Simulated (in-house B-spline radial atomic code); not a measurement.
Configurations of the cadmium ion Cd⁺, with energies counted from [Kr] 4d10 5s1. Computed with an all-electron radial atomic-structure program (B-spline basis): scalar-relativistic (X2C) HSE06, spin-polarised, spherical fractional occupations, exact exchange averaged over the configuration, Fermi nucleus of rms radius 4.6087 fm. Shells without spins written out take the highest spin.

Occupations are held fixed; configurations that lie above the ionisation limit could autoionise.

| configuration | E - E(ref) (eV) | highest orbital | its <r> (bohr) |
| --- | --- | --- | --- |
| [Kr] 4d9 5s1 6d1 | 23.315 | 6d up | 10.31 |
| [Ar] 3d10 4s2 4p5 4d10 5s1 5d1 | 79.003 | 5d up | 5.22 |
| [Ar] 3d10 4s2 4p5 4d10 4f1 5s1 | 81.659 | 4f up | 8.363 |
| [Ar] 3d9 4s2 4p6 4d10 5s2 | 403.43 | 5s down | 2.532 |
| [Ar] 3d9 4s2 4p6 4d10 5s1 5d1 | 415.5 | 5d up | 5.189 |
| [Ar] 3d9 4s2 4p6 4d10 5s1 6p1 | 416.1 | 6p up | 7.094 |

Question: Order these further configurations by energy, lowest first.
A. [Kr] 4d10 6s1
B. [Ar] 3d10 4s2 4p5 4d10 5s1 6f1
C. [Ar] 3d9 4s2 4p6 4d10 5s1 5f1
D. [Kr] 4d9 4f1 5s1
E. [Kr] 4d10 6d1

Answer: A (10.095 eV), E (13.544 eV), D (23.346 eV), B (83.524 eV), C (419.35 eV).

Question: How far above the reference does [Ar] 3d10 4s2 4p5 4d10 5s1 5p1 lie?

Answer: 72.178 eV; its least bound orbital is 5p up with <r> = 3.106 bohr.
